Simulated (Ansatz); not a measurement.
Mulliken charges of AlFH4Si2, SMILES `F[SiH]1[AlH][SiH2]1` from r2SCAN/def2-TZVPP in Ansatz (PBE0-D4/def2-TZVP geometry).

| atom | x (Å) | y (Å) | z (Å) | charge (e) |
| --- | --- | --- | --- | --- |
| F1 | -1.894 | -1.526 | 0.928 | -0.325 |
| Si2 | -0.863 | -0.290 | 0.925 | 0.395 |
| Al3 | -0.254 | 1.180 | -0.883 | 0.281 |
| Si4 | 1.279 | -0.276 | 0.137 | -0.043 |
| H5 | -0.960 | 0.316 | 2.277 | -0.093 |
| H6 | -0.471 | 2.053 | -2.185 | -0.114 |
| H7 | 2.533 | -1.088 | 0.085 | -0.054 |
| H8 | 0.722 | -0.424 | -1.340 | -0.047 |

By hand: the dipole of these point charges (1 e Å = 4.8032 D).

Σ q r = (0.121, 0.540, -0.095) e Å, of length 0.561 e Å = 2.69 D.

How does the dipole of the full density compare? (Best estimate.)

Computed: (0.210, 0.266, -0.102) e Å, 1.70 D; the point charges give 1.58 times that, at 26° from its direction.

Point charges leave out the atoms' own dipoles, such as those of lone pairs, and Mulliken's split depends on the basis, so the two needn't agree.
